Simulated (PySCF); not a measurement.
A structure optimised at PBE-D3(BJ)/def2-SVP, used in a PySCF frequency run:

```xyz
9

C      1.8076    -0.1865    -0.8015
Si     0.0227    -0.0182    -0.3446
O     -0.8257    -1.2947    -0.9785
F     -0.5853     1.3870    -0.9187
Cl    -0.2392     0.0751     1.7138
H      2.2327    -1.1112    -0.3648
H      2.3858     0.6792    -0.4240
H      1.9181    -0.2334    -1.9033
H     -1.7599    -1.3624    -0.7136
```
Charge 0, spin multiplicity 1.

### Question
Write its SMILES and formula.

### Answer
C[Si](O)(F)Cl, CH4ClFOSi

### Question
What are its rotational constants (standard atomic weights)?

### Answer
3.5810, 2.2934, 2.2244 GHz
